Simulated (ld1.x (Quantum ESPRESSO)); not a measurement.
# Before and after: PAW potential for nitrogen (N)

```json
{
  "Element": "nitrogen",
  "Generator": "ld1.x (Quantum ESPRESSO) 7.5",
  "Type": "PAW",
  "Functional": "revPBE",
  "Relativity": "scalar-relativistic",
  "Frozen core": "[He]",
  "Valence charge": "5",
  "Reference configuration": "2s1 2p4",
  "Partial waves": "2s (bound): rcut 0.65, rcutus 0.70 bohr; 2s channel at 1.4 Ry: rcut 0.65, rcutus 0.70 bohr; 2p (bound): rcut 2.10, rcutus 2.35 bohr; 2p channel at 3.1 Ry: rcut 2.10, rcutus 2.35 bohr; 3d channel at 0.4 Ry: rcut 1.90, rcutus 2.45 bohr",
  "Local potential": "all-electron potential smoothed inside 1.70 bohr (lloc = -1)",
  "Core correction": "Bessel-smoothed model core, default radius (core density twice the valence density)",
  "Augmentation charge": "PSQ, radius 0.55 bohr"
}
```

Change: augmentation PSQ, inside the norm-conserving radii.

Cutoffs: the cutoffs (Ry, on a coarse ladder) from which the occupation-weighted sum of valence levels, in a spherical-Bessel basis at the reference potential, stays within 10 and 1 mRy of its value at 400 Ry; they do not see the model core or the augmentation charge, which bear on the density cutoff. Errors are all-electron minus pseudo energies relative to the spin-unpolarised reference configuration.

Q: How do hardness, ghosts and transferability respond?

A: The potential gets neither clearly harder nor softer (60 Ry and 90 Ry → 60 Ry and 90 Ry); of the 7 tests that both files solve, the error grows in 5 and shrinks in 2 by more than 15 % and 0.3 meV (median size 0.6 → 3.4 meV); neither file shows a bound ghost.

| quantity | base | changed |
| --- | --- | --- |
| cutoff, loose | 60 Ry | 60 Ry |
| cutoff, tight | 90 Ry | 90 Ry |
| bound ghosts | none | none |
| error for 2s2 2p3, meV [ΔE -11.59 eV] | -0.3 | +3.4 |
| error for 2s2 2p2, meV [ΔE 1.94 eV] | +3.4 | +2.6 |
| error for 2s2 2p1, meV [ΔE 30.73 eV] | +4.3 | +5.1 |
| error for 2s1 2p0, meV [ΔE 155.54 eV] | -18 | -54 |
| error for 2s2 2p3.3, meV [ΔE -13.20 eV] | +0.6 | +5.4 |
| error for 2s2 2p2.5, meV [ΔE -6.53 eV] | +0.5 | +1.8 |
| error for 2s0 2p5, meV [ΔE 11.61 eV] | -0.6 | -0.2 |
| s: phases at 2.65 bohr within 0.05 rad from the reference energy up to (Ry; the scan ends near 5) | to the end of the scan | to the end of the scan |
| p: phases at 2.65 bohr within 0.05 rad from the reference energy up to (Ry; the scan ends near 5) | to the end of the scan | to the end of the scan |
| d: phases at 2.65 bohr within 0.05 rad from the reference energy up to (Ry; the scan ends near 5) | 4.5 | 4.5 |
| lowest overlap eigenvalue by channel | s 0.70, p 0.79, d 1.00 | s 0.70, p 0.79, d 1.00 |
